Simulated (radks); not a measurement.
Q: Species: neutral rhodium. Configuration: [Kr] 4d7 5s2 (not the ground configuration). Method: scalar-relativistic Kohn-Sham, PBEsol, spin-polarised, spherical densities, point nucleus; open shells are filled with parallel spins first (spin-orbit coupling, left out, can overturn this in heavy ions); computed with a radial shooting solver on a logarithmic mesh with Libxc functionals. Some entries of the table are withheld. Estimate them.

orbital,occ.,eigenvalue (eV),<r> (bohr),r(max) (bohr)
1s up,1,-23029.04,0.03264,0.02118
1s down,1,-23029.04,0.03264,0.02118
2s up,1,-3342.377,0.1420,0.1198
2s down,1,-3341.910,0.1420,0.1198
2p up,3,-2996.356,0.1238,0.09578
2p down,3,-2995.999,0.1237,0.09577
3s up,1,-600.1587,0.3910,0.3516
3s down,1,-599.8911,0.3909,0.3517
3p up,3,-486.4652,0.3907,0.3448
3p down,3,-486.1645,0.3907,0.3448
3d up,5,-304.5950,0.3705,0.2912
3d down,5,-304.1513,0.3704,0.2913
4s up,1,-86.8844,0.9780,0.8809
4s down,1,-84.8598,0.9760,0.8790
4p up,3,(1),1.076,(2)
4p down,3,(3),1.075,(4)
4d up,5,-9.5494,1.495,1.134
4d down,2,-7.5542,1.538,1.133
5s up,1,-5.6690,3.034,2.506
5s down,1,-4.9934,3.179,2.603

A: 
(1) 4p up eigenvalue (eV): -54.7241
(2) 4p up r(max) (bohr): 0.9431
(3) 4p down eigenvalue (eV): -52.6102
(4) 4p down r(max) (bohr): 0.9408
